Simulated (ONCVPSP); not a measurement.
PBE ONCV dataset for Cu (Z = 29), scalar-relativistic all-electron reference.

Cu (Z = 29), optimised norm-conserving Vanderbilt (ONCV), made with ONCVPSP 4.0.1 (PBE, scalar-relativistic). Core [Ar], reference 3d9 (charge +2). Waves: s scattering state at 0.16 Ha: rc 0.95 bohr, ncon 4, nbas 7, qcut 8.1 1/bohr, 2 projectors, debl 2.6 Ha; p scattering state at 0.03 Ha: rc 1.05 bohr, ncon 5, nbas 9, qcut 8.9 1/bohr, 1 projector; 3d: rc 0.85 bohr, ncon 5, nbas 9, qcut 16.8 1/bohr, 2 projectors, debl 1 Ha. Local part: polynomial inside 0.85 bohr (lpopt 5, dvloc0 0 Ha). Core correction: polynomial model core, fcfact 0.7.

All-electron outer shells of the reference configuration (PBE, scalar-relativistic, ld1.x):

| shell | level (eV) | outermost node (bohr) | outermost maximum (bohr) |
| --- | --- | --- | --- |
| 3d | -29.63 | – | 0.60 |

Question: Does this generation succeed?

Answer: No. ONCVPSP 4.0.1 stopped with "ERROR pspot: first pseudo wave function has node, program will stop": the optimised pseudo-wave of the first projector has a node, so the radial equation cannot be inverted for a potential. It happened in the s channel.
